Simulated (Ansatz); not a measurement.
Frontier orbitals of `C1O[AsH]O1`.

The species carries charge 0 and has multiplicity 1. Correlated methods include outer-core shells of As, which these sets cover unevenly. Scalar relativity is left out up to krypton. The geometry is a stationary point of PBE0-D4/def2-TZVP. Basis def2-TZVPP, Ansatz 0.2.0.

| functional | HOMO (eV) | LUMO (eV) |
| --- | --- | --- |
| r2SCANh | -6.74 | -2.15 |

Question: Give HOMO and LUMO (eV) with LDA (SPW92), PBE, revPBE, BLYP, r2SCAN, B97M-V, PBE0, B3LYP, r2SCAN0, HSE06 (plane-wave form), BHLYP, CAM-B3LYP, LC-ωPBE, ωB97X-V, ωB97M-V, HF. (An estimate is asked.)

Answer: The calculation gave: 
| functional | HOMO | LUMO |
| --- | --- | --- |
| LDA (SPW92) | -6.03 | -2.95 |
| PBE | -5.92 | -2.68 |
| revPBE | -5.87 | -2.57 |
| BLYP | -5.84 | -2.58 |
| r2SCAN | -6.22 | -2.50 |
| B97M-V | -6.35 | -2.43 |
| PBE0 | -7.32 | -1.74 |
| B3LYP | -7.13 | -2.01 |
| r2SCAN0 | -7.52 | -1.64 |
| HSE06 (plane-wave form) | -6.92 | -2.12 |
| BHLYP | -8.64 | -0.77 |
| CAM-B3LYP | -8.71 | -0.67 |
| LC-ωPBE | -9.98 | 0.60 |
| ωB97X-V | -9.68 | 0.45 |
| ωB97M-V | -9.58 | 0.30 |
| HF | -10.55 | 1.79 |

B3LYP here is the variant with VWN-RPA as its local correlation; programs differ in this. LC-ωPBE has ω = 0.4 bohr⁻¹. Positive LUMOs are unbound and depend on the basis.
